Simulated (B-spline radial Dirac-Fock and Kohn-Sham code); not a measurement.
Magnetic form factor of the 4f shell of Pb²⁷⁺

System: the Pb²⁷⁺ ion, configuration [Kr] 4d10 4f9.

The run's input, task.json:

```json
{"items": [{
  "Z": 82,
  "q": 27,
  "cfg": [[1, 0, 2], [2, 0, 2], [2, 1, 6], [3, 0, 2], [3, 1, 6], [3, 2, 10], [4, 0, 2], [4, 1, 6], [4, 2, 10], [4, 3, 9]],
  "A": 208,
  "rrms": 5.5012,
  "do": ["scatter"],
  "s": [0.0, 0.1, 0.12, 0.14, 0.16, 0.19, 0.22, 0.26, 0.3, 0.35, 0.41, 0.48, 0.57, 0.66, 0.78, 0.91, 1.07, 1.25, 1.46, 1.72, 2.01, 2.36, 2.76],
  "pz": [0, 0.1, 0.2, 0.3, 0.4, 0.5, 0.6, 0.8, 1.0, 1.2, 1.4, 1.6, 1.8, 2.0, 2.5, 3.0, 4.0, 5.0, 7.0, 10.0, 15.0, 20.0, 30.0, 40.0, 60.0, 100.0],
  "hv_scatter": [1000, 5000, 8047.8, 10000, 17479.3, 20000, 200000, 500000]
}]}
```

Run with: `python xray_run.py task.json out`

The computed values come from an atomic code on a B-spline grid: Dirac-Fock orbitals of the configuration average with a finite nucleus. ⟨j_K⟩ is the integral of the 4f radial density with the spherical Bessel function j_K(4πsr), s = sin θ/λ.

Hund's rules give S = 5/2, L = 5, J = 15/2 for 4f9, so g = 1.333, and the dipole approximation is F = ⟨j0⟩ + C₂⟨j2⟩ with C₂ = (2 − g)/g = 0.500.

```
s (Å⁻¹)    ⟨j0⟩    ⟨j2⟩    ⟨j4⟩    ⟨j6⟩  F (dipole)
      0  1.0000  0.0000  0.0000  0.0000      1.0000
    0.1  0.9865  0.0054  0.0000  0.0000      0.9892
   0.12  0.9807  0.0077  0.0000  0.0000      0.9845
   0.14  0.9738  0.0104  0.0000  0.0000      0.9790
   0.16  0.9659  0.0135  0.0001  0.0000      0.9727
   0.19  0.9523  0.0189  0.0001  0.0000      0.9617
   0.22  0.9366  0.0250  0.0003  0.0000      0.9491
   0.26  0.9125  0.0343  0.0005  0.0000      0.9297
    0.3  0.8853  0.0447  0.0009  0.0000      0.9076
   0.35  0.8471  0.0590  0.0016  0.0000      0.8766
   0.41  0.7964  0.0775  0.0028  0.0001      0.8351
   0.48  0.7318  0.1002  0.0050  0.0002      0.7819
   0.57  0.6436  0.1294  0.0092  0.0004      0.7083
   0.66  0.5532  0.1569  0.0150  0.0009      0.6316
   0.78  0.4357  0.1879  0.0252  0.0022      0.5297
   0.91  0.3195  0.2115  0.0389  0.0045      0.4252
   1.07  0.1996  0.2248  0.0578  0.0092      0.3120
   1.25  0.0991  0.2207  0.0787  0.0169      0.2094
   1.46  0.0241  0.1976  0.0983  0.0282      0.1228
```

Radial moments of the shell: ⟨r²⟩ = 0.1838, ⟨r⁴⟩ = 0.05657, ⟨r⁶⟩ = 0.02644 in powers of bohr.
